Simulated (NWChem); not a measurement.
System: DABCO (C₆H₁₂N₂); SMILES C1CN2CCN1CC2

Input file for NWChem:

```
start job
memory heap 200 mb stack 900 mb global 1100 mb
geometry units angstroms
  C      1.440583     0.441086    -0.462694
  C      0.363294     1.520690    -0.198592
  N     -0.880943     0.882896     0.215931
  C     -0.645355     0.115009     1.433252
  C      0.432338    -0.964229     1.169302
  N      0.880941    -0.882898    -0.215934
  C     -0.256988    -1.096264    -1.102762
  C     -1.334036    -0.016324    -0.839049
  H      1.791125     0.469129    -1.496585
  H      2.303994     0.567150     0.194747
  H      0.668772     2.205889     0.595630
  H      0.155902     2.107868    -1.095702
  H     -1.594633    -0.331724     1.736399
  H     -0.331050     0.812512     2.213189
  H      0.040590    -1.970463     1.335516
  H      1.304173    -0.826227     1.812307
  H     -0.642464    -2.101010    -0.917046
  H      0.108250    -1.054795    -2.131587
  H     -1.526973     0.583944    -1.730705
  H     -2.277687    -0.462271    -0.516163
end
basis spherical
  * library def2-svp
end
dft
  xc pbe0
  iterations 150
  semidirect filesize 400000000
end
driver
  maxiter 120
end
task dft optimize
```

Parts of the log:

```
             Northwest Computational Chemistry Package (NWChem) 7.3.0
             --------------------------------------------------------

 D3H symmetry detected

                             Geometry "geometry" -> ""
                             -------------------------

 Output coordinates in angstroms (scale by  1.889725989 to convert to a.u.)

  No.       Tag          Charge          X              Y              Z
 ---- ---------------- ---------- -------------- -------------- --------------
    1 C                    6.0000    -0.35534248     1.32615620    -0.77392602
    2 C                    6.0000    -0.35534248     1.32615620     0.77392602
    3 N                    7.0000     0.00000000     0.00000000     1.26577733
    4 C                    6.0000     1.32615620    -0.35534248     0.77392602
    5 C                    6.0000     1.32615620    -0.35534248    -0.77392602
    6 N                    7.0000     0.00000000     0.00000000    -1.26577733
    7 C                    6.0000    -0.97081372    -0.97081372    -0.77392602
    8 C                    6.0000    -0.97081372    -0.97081372     0.77392602
    9 H                    1.0000    -1.33941781     1.57920922    -1.17474722
   10 H                    1.0000     0.37036524     2.03734421    -1.17474722
   11 H                    1.0000     0.37036524     2.03734421     1.17474722
   12 H                    1.0000    -1.33941781     1.57920922     1.17474722
   13 H                    1.0000     1.57920922    -1.33941781     1.17474722
   14 H                    1.0000     2.03734421     0.37036524     1.17474722
   15 H                    1.0000     1.57920922    -1.33941781    -1.17474722
   16 H                    1.0000     2.03734421     0.37036524    -1.17474722
   17 H                    1.0000    -0.69792639    -1.94957446    -1.17474722
   18 H                    1.0000    -1.94957446    -0.69792639    -1.17474722
   19 H                    1.0000    -1.94957446    -0.69792639     1.17474722
   20 H                    1.0000    -0.69792639    -1.94957446     1.17474722

 Effective nuclear repulsion energy (a.u.)     427.8039322925

      Symmetry information
      --------------------

 Group name             D3h
 Group number             27
 Group order              12
 No. of unique centers     3

                                Z-matrix (autoz)
                                --------

 Units are Angstrom for bonds and degrees for angles

      Type          Name      I     J     K     L     M      Value
      ----------- --------  ----- ----- ----- ----- ----- ----------
    1 Stretch                  1     2                       1.54785
    2 Stretch                  1     6                       1.45838
    3 Stretch                  1     9                       1.09229
    4 Stretch                  1    10                       1.09229
    5 Stretch                  2     3                       1.45838
    6 Stretch                  2    11                       1.09229
    7 Stretch                  2    12                       1.09229
    8 Stretch                  3     4                       1.45838
    9 Stretch                  3     8                       1.45838
   10 Stretch                  4     5                       1.54785
   11 Stretch                  4    13                       1.09229
   12 Stretch                  4    14                       1.09229
   13 Stretch                  5     6                       1.45838
   14 Stretch                  5    15                       1.09229
   15 Stretch                  5    16                       1.09229
   16 Stretch                  6     7                       1.45838
   17 Stretch                  7     8                       1.54785
   18 Stretch                  7    17                       1.09229
   19 Stretch                  7    18                       1.09229
   20 Stretch                  8    19                       1.09229
   21 Stretch                  8    20                       1.09229
   22 Bend                     1     2     3               109.70993
   23 Bend                     1     2    11               111.52794
   24 Bend                     1     2    12               111.52794
   25 Bend                     1     6     5               109.23146
   26 Bend                     1     6     7               109.23146
   27 Bend                     2     1     6               109.70993
   28 Bend                     2     1     9               111.52794
   29 Bend                     2     1    10               111.52794
   30 Bend                     2     3     4               109.23146
   31 Bend                     2     3     8               109.23146
   32 Bend                     3     2    11               107.84390
   33 Bend                     3     2    12               107.84390
   34 Bend                     3     4     5               109.70993
   35 Bend                     3     4    13               107.84390
   36 Bend                     3     4    14               107.84390
   37 Bend                     3     8     7               109.70993
   38 Bend                     3     8    19               107.84390
   39 Bend                     3     8    20               107.84390
   40 Bend                     4     3     8               109.23146
   41 Bend                     4     5     6               109.70993
   42 Bend                     4     5    15               111.52794
   43 Bend                     4     5    16               111.52794
   44 Bend                     5     4    13               111.52794
   45 Bend                     5     4    14               111.52794
   46 Bend                     5     6     7               109.23146
   47 Bend                     6     1     9               107.84390
   48 Bend                     6     1    10               107.84390
   49 Bend                     6     5    15               107.84390
   50 Bend                     6     5    16               107.84390
   51 Bend                     6     7     8               109.70993
   52 Bend                     6     7    17               107.84390
   53 Bend                     6     7    18               107.84390
   54 Bend                     7     8    19               111.52794
   55 Bend                     7     8    20               111.52794
   56 Bend                     8     7    17               111.52794
   57 Bend                     8     7    18               111.52794
   58 Bend                     9     1    10               108.24444
   59 Bend                    11     2    12               108.24444
   60 Bend                    13     4    14               108.24444
   61 Bend                    15     5    16               108.24444
   62 Bend                    17     7    18               108.24444
   63 Bend                    19     8    20               108.24444
   64 Torsion                  1     2     3     4          59.70872
   65 Torsion                  1     2     3     8         -59.70872
   66 Torsion                  1     6     5     4          59.70872
   67 Torsion                  1     6     5    15        -178.63555
   68 Torsion                  1     6     5    16         -61.94700
   69 Torsion                  1     6     7     8         -59.70872
   70 Torsion                  1     6     7    17         178.63555
   71 Torsion                  1     6     7    18          61.94700
   72 Torsion                  2     1     6     5         -59.70872
   73 Torsion                  2     1     6     7          59.70872
   74 Torsion                  2     3     4     5         -59.70872
   75 Torsion                  2     3     4    13         178.63555
   76 Torsion                  2     3     4    14          61.94700
   77 Torsion                  2     3     8     7          59.70872
   78 Torsion                  2     3     8    19         -61.94700
   79 Torsion                  2     3     8    20        -178.63555
   80 Torsion                  3     2     1     6           0.00000
   81 Torsion                  3     2     1     9         119.42105
   82 Torsion                  3     2     1    10        -119.42105
   83 Torsion                  3     4     5     6           0.00000
   84 Torsion                  3     4     5    15        -119.42105
   85 Torsion                  3     4     5    16         119.42105
   86 Torsion                  3     8     7     6           0.00000
   87 Torsion                  3     8     7    17         119.42105
   88 Torsion                  3     8     7    18        -119.42105
   89 Torsion                  4     3     2    11         -61.94700
   90 Torsion                  4     3     2    12        -178.63555
   91 Torsion                  4     3     8     7         -59.70872
   92 Torsion                  4     3     8    19         178.63555
   93 Torsion                  4     3     8    20          61.94700
   94 Torsion                  4     5     6     7         -59.70872
   95 Torsion                  5     4     3     8          59.70872
   96 Torsion                  5     6     1     9         178.63555
   97 Torsion                  5     6     1    10          61.94700
   98 Torsion                  5     6     7     8          59.70872
   99 Torsion                  5     6     7    17         -61.94700
  100 Torsion                  5     6     7    18        -178.63555
  101 Torsion                  6     1     2    11         119.42105
  102 Torsion                  6     1     2    12        -119.42105
  103 Torsion                  6     5     4    13         119.42105
  104 Torsion                  6     5     4    14        -119.42105
  105 Torsion                  6     7     8    19         119.42105
  106 Torsion                  6     7     8    20        -119.42105
  107 Torsion                  7     6     1     9         -61.94700
  108 Torsion                  7     6     1    10        -178.63555
  109 Torsion                  7     6     5    15          61.94700
  110 Torsion                  7     6     5    16         178.63555
  111 Torsion                  8     3     2    11         178.63555
  112 Torsion                  8     3     2    12          61.94700
  113 Torsion                  8     3     4    13         -61.94700
  114 Torsion                  8     3     4    14        -178.63555
  115 Torsion                  9     1     2    11        -121.15790
  116 Torsion                  9     1     2    12           0.00000
  117 Torsion                 10     1     2    11           0.00000
  118 Torsion                 10     1     2    12         121.15790
  119 Torsion                 13     4     5    15           0.00000
  120 Torsion                 13     4     5    16        -121.15790
  121 Torsion                 14     4     5    15         121.15790
  122 Torsion                 14     4     5    16           0.00000
  123 Torsion                 17     7     8    19        -121.15790
  124 Torsion                 17     7     8    20           0.00000
  125 Torsion                 18     7     8    19           0.00000
  126 Torsion                 18     7     8    20         121.15790

                           NWChem Geometry Optimization
                           ----------------------------

 maximum gradient threshold         (gmax) =   0.000450
 rms gradient threshold             (grms) =   0.000300
 maximum cartesian step threshold   (xmax) =   0.001800
 rms cartesian step threshold       (xrms) =   0.001200
 fixed trust radius                (trust) =   0.300000
 source of zmatrix                         =   autoz

          -------------------
          Energy Minimization
          -------------------

 Using diagonal initial Hessian
 Scaling for Hessian diagonals: bonds = 1.00  angles = 0.25  torsions = 0.10

          --------
          Step   0

                                 NWChem DFT Module
                                 -----------------

 Summary of "ao basis" -> "ao basis" (spherical)
 ------------------------------------------------------------------------------
       Tag                 Description            Shells   Functions and Types
 ---------------- ------------------------------  ------  ---------------------
 C                          def2-svp                 6       14   3s2p1d
 N                          def2-svp                 6       14   3s2p1d
 H                          def2-svp                 3        5   2s1p

      Symmetry analysis of basis
      --------------------------

        a1'        21
        a1"         9
        a2'         9
        a2"        21
        e'         56
        e"         56

  Rotation of axis

            General Information
            -------------------
          SCF calculation type: DFT
          Wavefunction type:  closed shell.
          No. of atoms     :    20
          No. of electrons :    62
           Alpha electrons :    31
            Beta electrons :    31
          Charge           :     0
          Spin multiplicity:     1
          Use of symmetry is: on ; symmetry adaption is: on
          Maximum number of iterations: 150
          AO basis - number of functions:   172
                     number of shells:    84
          Convergence on energy requested:  1.00D-06
          Convergence on density requested:  1.00D-05
          Convergence on gradient requested:  5.00D-04

              XC Information
              --------------
                         PBE0 Method XC Functional
                     Hartree-Fock (Exact) Exchange  0.250
          PerdewBurkeErnzerhof Exchange Functional  0.750
            Perdew 1991 LDA Correlation Functional  1.000 local
           PerdewBurkeErnz. Correlation Functional  1.000 non-local

             Grid Information
             ----------------
          Grid used for XC integration:  medium
          Radial quadrature: Mura-Knowles
          Angular quadrature: Lebedev.
          Tag              B.-S. Rad. Rad. Pts. Rad. Cut. Ang. Pts.
          ---              ---------- --------- --------- ---------
          C                   0.70       49          10.0       434
          N                   0.65       49           9.0       434
          H                   0.35       45          12.0       434
          Grid pruning is: on
          Number of quadrature shells:   143
          Spatial weights used:  Erf1

      Superposition of Atomic Density Guess
      -------------------------------------

 Sum of atomic energies:        -340.22857445

      Non-variational initial energy
      ------------------------------

 Total energy =    -346.551571
 1-e energy   =   -1306.221494
 2-e energy   =     531.865991
 HOMO         =      -0.216668
 LUMO         =       0.080059

      Symmetry analysis of molecular orbitals - initial
      -------------------------------------------------

  Numbering of irreducible representations:

     1 a1'         2 a1"         3 a2'         4 a2"         5 e'
     6 e"

  Orbital symmetries:

[...]

      ----------------------
      Optimization converged
      ----------------------

  Step       Energy      Delta E   Gmax     Grms     Xrms     Xmax
  ---- ---------------- -------- -------- -------- -------- --------
@    4    -344.67997480 -3.4D-07  0.00005  0.00001  0.00015  0.00024
                                     ok       ok       ok       ok

                                Z-matrix (autoz)
                                --------

 Units are Angstrom for bonds and degrees for angles

[...]
```

Level: PBE0/def2-SVP. No frequency run checked for a minimum.
